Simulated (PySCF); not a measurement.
## Telling isomers of C₅H₁₀OSi apart by NMR

- structure optimised with GFN2-xTB
- GIAO PBE0/pcSseg-1 shieldings
- code: PySCF 2.14.0 with density-fitted response routines
- no solvent model, no relativistic terms, rapidly exchanging positions averaged, single conformer

Scale: 1H (31.72 ppm), 13C (186.93 ppm) vs TMS (reference shieldings calculated alike). Where no couplings were computed, multiplicities follow the n + 1 count of equivalent neighbours, and m marks all less simple cases (inequivalent or close neighbours, rings, F or P nearby). Shifts are as computed. Against solution values, carbons near 30 ppm lie about +3 ppm off and those near 130 ppm about +5 ppm. Of 1309 compounds with measured shifts, 239 miss one by over three times the rms of a fit or turn the order of signals round; such compounds aren't used in these exercises.

(1) Tabulate the signals of `CO/C=C/[C@@H]1C[SiH2]1`, `C[C@H]1C=CO[SiH2]C1`, `CC(=O)[C@@H]1C[C@@H]1[SiH3]` and their relative energies.

(2) What is the quickest way to tell C[C@H]1C=CO[SiH2]C1 from CC(=O)[C@@H]1C[C@@H]1[SiH3]?

(3) What is the quickest way to tell CO/C=C/[C@@H]1C[SiH2]1 from CC(=O)[C@@H]1C[C@@H]1[SiH3]?

(4) What is the quickest way to tell CO/C=C/[C@@H]1C[SiH2]1 from C[C@H]1C=CO[SiH2]C1?

Results:

(1) 
```json
{"SMILES": "CO/C=C/[C@@H]1C[SiH2]1", "carbon types": "3×CH 1×CH2 1×CH3", "δC": "150.4, 108.7, 55.2, 8.3, 3.8", "δH": "6.17 (d, 1H), 5.36 (m, 1H), 3.60 (s, 3H), 2.99 (m, 1H), 2.27 (m, 1H), 1.43 (m, 1H), 0.97 (m, 1H), 0.65 (m, 1H)", "E rel. (kcal/mol)": "63.1"}
{"SMILES": "C[C@H]1C=CO[SiH2]C1", "carbon types": "3×CH 1×CH2 1×CH3", "δC": "149.4, 115.3, 28.4, 27.8, 17.9", "δH": "6.50 (d, 1H), 5.19 (m, 1H), 5.14 (m, 1H), 4.62 (m, 1H), 2.48 (m, 1H), 1.18 (d, 3H), 0.73 (m, 1H), 0.63 (m, 1H)", "E rel. (kcal/mol)": "0.0"}
{"SMILES": "CC(=O)[C@@H]1C[C@@H]1[SiH3]", "carbon types": "1×C 2×CH 1×CH2 1×CH3", "δC": "217.3, 32.8, 26.4, 23.5, 8.2", "δH": "4.12 (d, 3H), 2.38 (s, 3H), 1.97 (m, 1H), 1.43 (m, 1H), 0.56 (m, 1H), 0.51 (m, 1H)", "E rel. (kcal/mol)": "29.0"}
```

Energies are electronic energies at PBE0/pcSseg-1 on these geometries, without zero-point or thermal terms, each for the one conformer computed, which needn't be the lowest.

(2) Both give the same number of carbon signals, but DEPT or the intensities differ. The first has an alkene carbon bearing oxygen (CH) at 149.4 ppm, the second a ketone carbonyl carbon (C) at 217.3 ppm. In the proton spectra the most deshielded non-exchanging signals are 6.50 (d, 1H) and 4.12 (d, 3H).

(3) Both give the same number of carbon signals, but DEPT or the intensities differ. The first has an alkene carbon bearing oxygen (CH) at 150.4 ppm, the second a ketone carbonyl carbon (C) at 217.3 ppm. In the proton spectra the most deshielded non-exchanging signals are 6.17 (d, 1H) and 4.12 (d, 3H).

(4) Both give the same number of carbon signals, with the same numbers of each carbon type, so the positions decide. The first has a methyl carbon bonded to O (CH3) at 55.2 ppm, the second a methyl carbon (CH3) at 28.4 ppm. Their most deshielded carbons lie at 150.4 and 149.4 ppm.
